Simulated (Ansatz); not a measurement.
The cluster TePb3Cl4, relaxed as a singlet with RKS r2SCAN-D4/def2-SVP in Ansatz, starting from the GFN1-xTB geometry. Force threshold 0.02 eV/Å.

In the def2 sets Pb, Te take a core potential; there is no spin–orbit coupling. The structure comes from a short search, and lower isomers may exist.

Start:

Cartesian coordinates in Å:
```
Pb -0.033 2.100 -0.638
Pb -0.866 -1.700 -1.039
Pb 0.805 -0.222 2.665
Te -1.558 0.258 1.042
Cl 1.289 -2.133 0.966
Cl 1.046 0.002 -1.795
Cl -2.477 -0.206 -2.525
Cl 1.794 1.901 1.324
```

(1) Estimate the energy that the relaxation releases and the steps that it takes.

(2) Does the start keep its bonding and symmetry?

(3) Predict the relaxed structure.

Answers

(1) 0.51 eV, in 9 steps; 89 s on 4 threads of Arm Neoverse N1 on a shared host. No frequencies were taken in this run, so the end may be a saddle point.

(2) Bonds formed: Pb1–Cl7 (atoms count from 1). The end is the same structure that another start reached.

(3) 
```
atom    x (Å)    y (Å)    z (Å)
 Pb1  -0.4399   1.8800  -0.8607
 Pb2  -0.8095  -1.7076  -0.9577
 Pb3   0.9186  -0.1607   2.5567
 Te4  -1.7554   0.1440   1.2509
 Cl5   1.2921  -2.3009   1.0227
 Cl6   1.2225  -0.0814  -1.7365
 Cl7  -2.1480   0.2820  -2.4151
 Cl8   1.7196   1.9447   1.1398
```
Bond lengths (bridged metal pairs left out): 8 × Cl–Pb 2.66 to 2.95 Å; 3 × Pb–Te 2.99 to 3.03 Å.
